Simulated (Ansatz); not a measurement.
Ideal-gas functions of Cl2F3Ta, SMILES `[F][Ta]([F])([F])([Cl])[Cl]` at 400 K and 1 bar, from an Ansatz frequency run at PBE0-D4/def2-TZVP.

Molar mass 308.85 g/mol, point group C2v (symmetry number 2), electronic degeneracy 1, moments of inertia 291.595, 399.39, 424.371 u Å². Harmonic wavenumbers (cm⁻¹, unscaled): 82, 85, 171, 179, 188, 215, 289, 406, 422, 659, 665, 715.

Use S(trans) = R[1.5 ln M + 2.5 ln T − 1.1517]; rotational temperatures θ = 24.2544 K / I; S(rot) = R[ln(√π/σ · √(T³/θAθBθC)) + 1.5]; for each mode x = 1.438777 ν̃/T, S = R[x/(eˣ − 1) − ln(1 − e⁻ˣ)] and H = RT x/(eˣ − 1); 1 cm⁻¹ = 0.0119627 kJ/mol; R = 8.31446 J/(mol·K).

By hand: the entropy, in J/(mol·K).

Translation 186.5. Rotation: θ = 0.0832, 0.0607, 0.0572 K, giving 120.1. Vibration, mode by mode: 18.50, 18.20, 12.49, 12.12, 11.72, 10.66, 8.36, 5.87, 5.60, 2.85, 2.80, 2.43, in all 111.6. Electronic 0.0. Sum 418.2 J/(mol·K).

By hand: H − E and G − E in kJ/mol, counted from the electronic energy.

Zero-point energy ½ × 4076 × 0.0119627 = 24.4; thermal vibration 22.1; translation, rotation and pV give 4 RT = 13.3. H − E = 59.8 kJ/mol, and G − E = 59.8 − 400 × 418.2/1000 = -107.5 kJ/mol.

Vibration gives 27 % of the entropy, 36.7 J/(mol·K) of it from the modes under 150 cm⁻¹: soft modes count most, and the harmonic formula is weakest for them.
